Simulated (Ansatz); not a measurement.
Relaxation of CH₈BNS (12 atoms, charge 0, multiplicity 1), to a largest force component of 0.03 eV/Å in at most 50 steps.

These are results of Ansatz 0.2.0, RKS PBE0-D4/6-31G*, not measurements.

```xyz
12
Properties=species:S:1:pos:R:3
B 0.032 -0.268 -0.122
H 0.049 -0.622 1.023
N 1.257 -0.248 -0.786
H 2.136 -0.456 -0.338
H 1.350 0.061 -1.744
C -1.331 0.037 -0.850
H -1.950 -0.870 -0.863
H -1.923 0.794 -0.325
H -1.211 0.375 -1.888
S -0.114 2.443 1.379
H 1.011 2.713 2.069
H -0.077 1.106 1.706
```

**Question.** Where does it end, and by what steps?

**Answer.** The run converged. The force dipped under the threshold on the way, but the program's further checks kept it going. After 47 steps the energy has fallen by 0.174 eV; H11 moved furthest, 1.49 Å.

```
step  energy less start (eV)  largest force component (eV/Å)  accepted
   0                  0.0000                           0.815       yes
   2                 -0.0777                           0.701        no
   4                 -0.1106                           0.066       yes
   6                 -0.1141                           0.091       yes
   8                 -0.1143                           0.039       yes
  10                 -0.1140                           0.346        no
  12                 -0.1184                           0.139       yes
  14                 -0.1199                           0.171       yes
  16                 -0.1163                           0.580        no
  18                 -0.1230                           0.211       yes
  20                 -0.1239                           0.324        no
  22                 -0.1256                           0.211       yes
  24                 -0.1282                           0.034       yes
  26                 -0.1319                           0.103       yes
  28                 -0.1401                           0.265       yes
  30                 -0.1435                           0.592        no
  32                 -0.1567                           0.134       yes
  34                 -0.1603                           0.043       yes
  36                 -0.1643                           0.277       yes
  38                 -0.1682                           0.188       yes
  40                 -0.1713                           0.044       yes
  42                 -0.1728                           0.069       yes
  44                 -0.1739                           0.048       yes
  46                 -0.1742                           0.051       yes
  47                 -0.1743                           0.023       yes
```

```xyz
12
Properties=species:S:1:pos:R:3
B -0.102 -0.516 -0.240
H -0.167 -1.280 0.688
N 1.165 0.004 -0.537
H 2.007 -0.283 -0.060
H 1.339 0.612 -1.326
C -1.380 -0.093 -1.050
H -1.908 -0.976 -1.432
H -2.093 0.414 -0.386
H -1.180 0.575 -1.896
S 0.610 2.814 1.793
H 0.762 1.785 0.929
H 0.176 2.008 2.780
```

Whether the end is a true minimum wasn't checked by a vibrational analysis.

Time of the run: 100 s on 1 thread of Intel(R) Xeon(R) 6975P-C (Granite Rapids) (shared host), peak memory 0.18 GiB.
